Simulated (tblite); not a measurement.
A geometry optimisation, step by step.

Species: C₇H₁₃BO.
Numbering: `[CH:1]#[C:2][CH2:3][CH2:4][C@H:5]([CH3:6])[BH:7][O:8][CH3:9]` (hydrogens: H10 on C1; H11, H12 on C3; H13, H14 on C4; H15 on C5; H16, H17, H18 on C6; H19 on B7; H20, H21, H22 on C9)

Computed with GFN2-xTB (tblite), gas phase: L-BFGS steps from a force-field or distance-geometry start until the largest atomic force falls under 0.01 eV/Å. 4 of its 237 geometries are shown.

Step 0: E = -730.0225 eV, largest atomic force 3.889 eV/Å
```
atom  x, y, z in Å  |  force x, y, z in eV/Å
C1      4.177    0.684    1.255   -2.721  -0.001  -1.795
C2      3.155    0.687    0.570    2.798   0.214   1.681
C3      1.946    0.651   -0.248    1.198   0.770  -0.221
C4      0.983   -0.255    0.445    0.469  -0.515   2.369
C5     -0.341   -0.464   -0.184   -1.648  -0.477   1.513
C6     -0.322   -1.042   -1.579   -1.048  -0.505  -0.828
B7     -1.278    0.819   -0.202   -2.268  -0.126  -2.833
O8     -2.730    0.613   -0.300    3.516   1.364   0.949
C9     -3.284   -0.015    0.787   -2.245  -0.909   0.097
H10     5.045    0.676    1.853   -0.191   0.013  -0.134
H11     1.543    1.677   -0.349    0.104  -0.419   0.065
H12     2.261    0.318   -1.242   -0.238  -0.113  -0.005
H13     1.445   -1.242    0.696    0.024   0.572  -0.393
H14     0.784    0.227    1.448    0.241  -0.468  -0.605
H15    -0.884   -1.218    0.440    0.530   0.202  -0.122
H16    -1.096   -0.477   -2.141    0.776  -0.433  -0.269
H17    -0.674   -2.088   -1.536    0.260   0.390  -0.199
H18     0.653   -1.042   -2.065   -0.264   0.309   0.053
H19    -0.883    1.725   -0.873   -0.357   0.025   0.555
H20    -4.157   -0.605    0.397    0.348   0.376   0.357
H21    -3.691    0.725    1.517    0.322  -0.330  -0.355
H22    -2.662   -0.734    1.310    0.395   0.060   0.119
```

Step 79: E = -731.3680 eV, largest atomic force 0.103 eV/Å
```
atom  x, y, z in Å  |  force x, y, z in eV/Å
C1      4.167    0.745    1.171    0.000  -0.009   0.014
C2      3.116    0.712    0.601   -0.043   0.029  -0.039
C3      1.842    0.680   -0.090   -0.049  -0.047  -0.006
C4      0.937   -0.420    0.483   -0.003  -0.011   0.023
C5     -0.430   -0.569   -0.214    0.025   0.037   0.027
C6     -0.255   -1.198   -1.605   -0.028  -0.026  -0.069
B7     -1.254    0.806   -0.367   -0.018   0.011  -0.056
O8     -2.477    1.049    0.082    0.010  -0.031   0.003
C9     -3.303    0.191    0.830   -0.010  -0.009   0.029
H10     5.088    0.779    1.672    0.001  -0.014   0.001
H11     1.358    1.654    0.017    0.017  -0.030   0.014
H12     2.026    0.507   -1.153   -0.006  -0.013   0.022
H13     1.466   -1.377    0.416    0.019   0.029   0.031
H14     0.776   -0.207    1.544   -0.015  -0.006  -0.025
H15    -0.993   -1.301    0.381    0.040   0.036   0.005
H16    -1.224   -1.330   -2.087    0.052   0.004   0.027
H17     0.223   -2.176   -1.527    0.012   0.099  -0.025
H18     0.349   -0.556   -2.243   -0.026  -0.068   0.007
H19    -0.821    1.703   -0.989    0.014   0.014  -0.004
H20    -3.996   -0.325    0.161    0.020   0.013  -0.016
H21    -3.877    0.802    1.528   -0.013   0.017   0.015
H22    -2.728   -0.550    1.388    0.001  -0.024   0.021
```

Step 157: E = -731.3937 eV, largest atomic force 0.176 eV/Å
```
atom  x, y, z in Å  |  force x, y, z in eV/Å
C1      3.863    0.796    1.470   -0.101  -0.030  -0.059
C2      2.912    0.701    0.747    0.102   0.011   0.010
C3      1.778    0.561   -0.148    0.037  -0.002   0.032
C4      0.778   -0.468    0.396    0.008  -0.044  -0.005
C5     -0.496   -0.612   -0.461   -0.016   0.024   0.043
C6     -0.175   -1.167   -1.854    0.005   0.041   0.048
B7     -1.301    0.777   -0.539   -0.088   0.042   0.021
O8     -2.363    1.095    0.194    0.071  -0.080   0.045
C9     -2.992    0.291    1.170    0.032  -0.029  -0.074
H10     4.697    0.879    2.106   -0.083   0.007  -0.041
H11     1.280    1.529   -0.258    0.073  -0.043   0.002
H12     2.155    0.245   -1.128   -0.085   0.041   0.098
H13     1.282   -1.438    0.467   -0.020   0.004   0.002
H14     0.490   -0.175    1.412    0.034   0.004  -0.060
H15    -1.110   -1.371    0.038    0.010  -0.030   0.051
H16    -1.096   -1.439   -2.365   -0.006   0.001  -0.020
H17     0.446   -2.058   -1.772    0.034   0.003  -0.043
H18     0.337   -0.426   -2.462    0.032  -0.033  -0.002
H19    -0.981    1.627   -1.286   -0.044  -0.009  -0.006
H20    -3.556   -0.516    0.686    0.062   0.092   0.067
H21    -3.684    0.938    1.714    0.012  -0.072   0.021
H22    -2.274   -0.150    1.871   -0.067   0.099  -0.129
```

Step 236: E = -731.4285 eV, largest atomic force 0.008 eV/Å
```
atom  x, y, z in Å  |  force x, y, z in eV/Å
C1      3.443    0.785    1.750   -0.004   0.000   0.000
C2      2.570    0.715    0.934    0.001   0.003   0.002
C3      1.497    0.598   -0.030    0.001  -0.001  -0.002
C4      0.617   -0.621    0.274   -0.002   0.001  -0.001
C5     -0.575   -0.750   -0.695   -0.001   0.000   0.000
C6     -0.104   -1.249   -2.064    0.001   0.000  -0.001
B7     -1.412    0.623   -0.794   -0.003   0.002   0.002
O8     -2.176    1.130    0.165   -0.001  -0.002   0.000
C9     -2.399    0.584    1.442    0.002  -0.005  -0.001
H10     4.215    0.860    2.455    0.004   0.000   0.001
H11     0.886    1.506   -0.003    0.004  -0.001  -0.001
H12     1.929    0.510   -1.030    0.000  -0.002   0.000
H13     1.231   -1.524    0.226   -0.001   0.000   0.002
H14     0.248   -0.532    1.299    0.003   0.000   0.002
H15    -1.220   -1.537   -0.279   -0.002   0.002  -0.001
H16    -0.959   -1.439   -2.709    0.000  -0.002   0.001
H17     0.465   -2.173   -1.966   -0.002  -0.004  -0.003
H18     0.524   -0.510   -2.556   -0.003   0.005   0.001
H19    -1.398    1.279   -1.770    0.003   0.000   0.001
H20    -2.398   -0.508    1.424    0.006   0.005   0.003
H21    -3.370    0.941    1.793   -0.003  -0.002  -0.004
H22    -1.626    0.930    2.132   -0.005   0.002   0.000
```

Problem. Summarise the path.

Solution. The energy falls by 1.4059 eV from step 0 to step 236; nine tenths of that is first reached at step 46. It rises by more than 0.2 meV at steps 157 and 198. The largest force goes from 3.889 to 0.008 eV/Å. Among the bonds B7–O8 changes most, from 1.470 to 1.327 Å; the atoms move by 1.013 Å rms after alignment.

The cost below is that of the whole relaxation. The run took 2.9 s of wall time on one thread of an Arm Neoverse N1, no GPU (shared host).
